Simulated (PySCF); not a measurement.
Structure from NMR data

An unknown has the formula C₇H₈O. Its calculated NMR data are:

¹H NMR (300 MHz, computed): δ 7.59 (m, 1H), 7.42 (m, 1H), 6.08 (m, 1H), 1.73 (m, 1H), 0.93 (m, 2H), 0.55 (m, 2H).

¹³C{¹H} NMR (computed): δ 148.2 (CH), 143.9 (CH), 136.4 (C), 111.7 (CH), 11.4 (CH2, 2C), 9.9 (CH).

[PySCF 2.14: GFN2-xTB geometry; PBE0/pcSseg-1 with gauge-including orbitals; no relativistic terms; a single conformation; no solvent model; rapidly exchanging positions averaged]

References, each an isolated molecule treated in the same way: TMS for ¹H (σref 31.72) and ¹³C (σref 186.93).

Task: Which of these isomers gave the spectra?
A. C=CC1C=COC=C1
B. C=CCc1ccoc1
C. C=CC#CC(=C)OC
D. C#C[C@@H]1C(=O)C[C@@H]1C
E. c1cc(C2CC2)co1

Result: E. 

1. The formula gives 4 degrees of unsaturation (2 rings in the answer).
2. 6 carbon signals for 7 carbons: some carbons are equivalent by symmetry or fast rotation.
3. Carbon types of the structure: 1 × C, 4 × CH, 2 × CH2, which accounts for all hydrogens.
4. δC 148.2, 143.9: aromatic CH next to the ring oxygen.
5. δC 136.4: substituted aromatic carbon.
6. δC 111.7: aromatic CH.
7. δH 7.59, 7.42: hydrogen on an aromatic CH next to the ring oxygen; aromatic region.
8. δH 6.08: hydrogen on an aromatic CH; the ring current deshields protons in the ring plane.

The others: C=CC#CC(=C)OC would give 7 carbon signals, not 6; C=CCc1ccoc1 would give 7 carbon signals, not 6; C=CC1C=COC=C1 would give 5 carbon signals, not 6; C#C[C@@H]1C(=O)C[C@@H]1C would give 7 carbon signals, not 6.

Shifts are as computed. Against solution values, carbons near 30 ppm lie about +3 ppm off and those near 130 ppm about +5 ppm. Of 1211 compounds with measured shifts, 218 miss one by over three times the rms of a fit or turn the order of signals round; such compounds aren't used in these exercises. Multiplicities follow the n + 1 count of equivalent neighbours, as no J values were calculated; m marks all less simple cases, F and P coupling included.
